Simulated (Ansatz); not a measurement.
C2H5NOSi (`OC1N=C1[SiH3]`). Total charge 0; spin multiplicity 1.

Cartesian coordinates in Å:
```
O 0.463 1.986 0.864
C 0.828 0.654 0.890
N -0.106 -0.316 1.507
C -0.037 -0.302 0.243
Si -0.802 -1.079 -1.266
H 0.708 2.390 1.702
H 1.892 0.467 1.019
H -1.445 -0.002 -2.055
H -1.792 -2.099 -0.848
H 0.291 -1.698 -2.056
```

(1) List the harmonic frequencies (cm⁻¹, unscaled) at PBE0-D4/def2-TZVP in Ansatz. (Best estimate.)

(2) Is this a minimum?

(3) Give the ideal-gas thermochemistry at 298.15 K and 1 bar (rigid rotor, harmonic oscillator; point group C1, symmetry number 1).

(4) And at 400, 500, 600, 800 and 1000 K?

## Answers

(1) Ansatz gave: 87, 139, 211, 247, 439, 503, 547, 651, 701, 897, 917, 936, 938, 1024, 1090, 1207, 1330, 1411, 1763, 2244, 2254, 2261, 3129, 3837.

(2) Yes, all 24 modes are real.

(3) Zero-point energy 172.0 kJ/mol; H(298) − E = 191.6 kJ/mol; entropy 332.5 J/(mol·K), of which translation 164.6, rotation 110.3, vibration 57.6; G(298) − E = 92.5 kJ/mol. Modes under 100 cm⁻¹ are hindered rotations or soft bends, so the harmonic entropy is rough.

(4) 
```
T (K)  H − E (kJ/mol)  S (J/mol/K)  G − E (kJ/mol)
  400           202.9        365.0            56.9
  500           215.9        393.9            19.0
  600           230.4        420.2           -21.7
  800           262.9        466.8          -110.6
 1000           298.7        506.7          -208.0
```
